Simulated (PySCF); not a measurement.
# C₆ coefficients of unlike pairs at PBE

Calculated with PySCF 2.14 from the dipole response of each species, C₆(A,B) = (3/π) ∫ α_A(iu) α_B(iu) du, in atomic units, from isotropic polarisabilities. For ions this is the dispersion term alone; charge-induced terms of lower order in 1/R come first.

```tsv
species	configuration	basis	relativity	α (bohr³)	C₆ (like pair)
In⁺	[Kr] 4d10 5s2 (1S)	aug-cc-pVTZ-PP with one added diffuse shell each of d, f type with ECP28MDF (6s5p5d3f)	core potential	23.36	152.3
Co	[Ar] 3d7 4s2 (4F)	aug-cc-pVTZ (8s7p5d3f2g)	none	55.10	464.9
Ar³⁺	[Ne] 3s2 3p3 (4S)	x2c-TZVPPall with one added diffuse shell each of s, p, d type (6s6p4d1f)	spin-free X2C	3.575	9.712
Cr	[Ar] 3d5 4s1 (7S)	dyall-av2z (16s12p7d2f)	none	69.50	542.1
```

**Question.** Estimate C₆ for Cr with In⁺.

**Answer.** The integral gives 267.4. The combination rule 2 C_A C_B / (C_A α_B/α_A + C_B α_A/α_B) gives 259.9 and the geometric mean 287.4.

No spin-orbit coupling is included.

The other pairs:

```csv
pair,C₆
"Ar³⁺, In⁺",35.31
"Co, In⁺",256.6
"Cr, Co",497.8
"Cr, Ar³⁺",54.60
"Ar³⁺, Co",53.65
```
